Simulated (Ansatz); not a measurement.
Wavefunction ladder for `C[S][AlH][OH]`

```xyz
9

C     1.229    0.158   -1.272
S     1.038    0.362    0.530
Al   -1.052   -0.181    0.762
O    -1.789   -0.168    2.283
H     0.304   -0.177   -1.743
H     1.521    1.113   -1.705
H     2.009   -0.579   -1.460
H    -1.906   -0.594   -0.496
H    -1.353    0.067    3.100
```

The species carries charge 0 and has multiplicity 1. The geometry is a stationary point of PBE0-D4/def2-TZVP. It is one conformer, not always the lowest. Frozen core, restricted reference, Ansatz. CBS rows extrapolate triple and quadruple zeta; past MP2 they add the triple-zeta difference.

```
     basis     HF (Eh)  MP2 corr.  CCSD corr.       (T)  CCSD(T) total
  def2-SVP  -754.88970   -0.52548    -0.56817  -0.01438     -755.47225
def2-TZVPP  -755.25907   -0.67371    -0.71217  -0.02804     -755.99928
def2-QZVPP  -755.28328   -0.72738           –         –              –
 CBS(def2)  -755.28662   -0.76714    -0.80560     as TZ     -756.12026
```
